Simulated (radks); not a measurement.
Results of a calculation; reference values are marked as such.
Charge is removed step by step from the 3d down level of the cobalt ion Co+, starting from [Ar] 3d(up 5, down 3). Level of theory: non-relativistic Kohn-Sham, PBEsol, spin-polarised, spherical densities, point nucleus (a radial shooting solver on a logarithmic mesh with Libxc functionals).

removed (e)  E - E(0) (eV)  eigenvalue (eV)  E minus straight line (eV)
0                    0.000          -11.298                       0.000
0.1                  1.192          -12.547                      -0.615
0.2                  2.511          -13.836                      -1.104
0.3                  3.960          -15.164                      -1.462
0.4                  5.545          -16.528                      -1.685
0.5                  7.267          -17.929                      -1.770
0.6                  9.132          -19.364                      -1.713
0.7                 11.141          -20.833                      -1.511
0.8                 13.299          -22.335                      -1.160
0.9                 15.609          -23.869                      -0.657
1                   18.074          -25.434                       0.000

Removing the whole electron costs 18.074 eV by Delta-SCF, against 11.298 eV from minus the eigenvalue at the starting occupation. Slater's transition state (half an electron removed) gives 17.929 eV. Integrating minus the eigenvalue over the occupation (Janak's theorem) gives 18.074 eV. The mean slope of the eigenvalue, de/dn, is 14.1 eV per electron. Ionisation energy of Co+ in the NIST Atomic Spectra Database: 17.084 eV (measured).
